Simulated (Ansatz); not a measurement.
Method: frozen-core CCSD(T)/cc-pVTZ // CAM-B3LYP-D3(BJ)/def2-TZVP in Ansatz (a program for electronic structure). The restricted HF reference is unstable towards unrestricted orbitals.

Ansatz 0.2 input:
```yaml
crystal:
  periodic: [false, false, false]
  atoms:
    - { symbol: C, position_ang: [-1.494901, 0.02433, -0.20616] }
    - { symbol: B, position_ang: [0.022527, 0.090718, -0.122211] }
    - { symbol: C, position_ang: [1.389805, 0.126839, 0.007197] }
    - { symbol: N, position_ang: [2.614027, 0.271761, 0.132914] }
    - { symbol: H, position_ang: [-1.875238, -0.843934, -0.74469] }
    - { symbol: H, position_ang: [-1.840177, -0.076446, 0.831364] }
    - { symbol: H, position_ang: [-1.956003, 0.932053, -0.596152] }
    - { symbol: H, position_ang: [3.127954, -0.614962, 0.100854] }
basis:
  gaussian: { orbitals: cc-pVTZ }
correlation:
  method: ccsd_t
```

Output:

```
Functional definition: HF
1007 factors; integrals over basis functions are off by at most 1.4e-3 eV
mean field evaluation 1: about -4273.6724 eV, gradient 3.1e1 eV
mean field evaluation 2: about -4273.6748 eV, gradient 3.1e1 eV
mean field evaluation 4: about -4276.2267 eV, gradient 4.6e0 eV
mean field evaluation 8: about -4276.2981 eV, gradient 3.9e-1 eV
mean field evaluation 16: about -4276.2250 eV, gradient 4.6e0 eV
mean field evaluation 32: about -4274.0696 eV, gradient 3.6e-3 eV
mean field -4276.29940126 eV, -157.1511044166 hartree, gradient 4.5e-6 eV, S^2 0.000000; 1 other end points of the search recorded, 0 dependent functions left out; unrestricted orbitals would lower it
determinant -4276.29940126 eV, -157.1511044166 hartree, with singles and doubles -4293.94072486 eV, -157.7994111011 hartree
determinant -4274.06958228 eV, -157.0691600802 hartree, with singles and doubles -4291.79174260 eV, -157.7204374595 hartree
4 core orbitals not correlated
reference -4276.29940126 eV, -157.1511044166 hartree; 10, 10 occupied and 162, 162 virtual orbitals, 1007 factors
second order -16.63362216 eV of doubles, -0.00000000 eV of singles
cycle   1  -17.39291823 eV  change    -1.3e0 eV  update   2.5e-2
cycle   2  -17.44114242 eV  change   -4.8e-2 eV  update   5.1e-3
cycle   3  -17.43604583 eV  change    5.1e-3 eV  update   2.2e-3
cycle   4  -17.43664456 eV  change   -6.0e-4 eV  update   7.4e-4
cycle   5  -17.43661362 eV  change    3.1e-5 eV  update   4.1e-4
cycle   6  -17.43650531 eV  change    1.1e-4 eV  update   1.5e-4
cycle   7  -17.43655847 eV  change   -5.3e-5 eV  update   5.0e-5
cycle   8  -17.43658931 eV  change   -3.1e-5 eV  update   1.8e-5
cycle   9  -17.43658156 eV  change    7.8e-6 eV  update   6.6e-6
perturbative correction -0.84403979 eV, -0.0310178901 hartree
Total energy: -4294.58002261 eV, -157.8229048599 hartree
```

Cost: roughly 70 core-seconds.
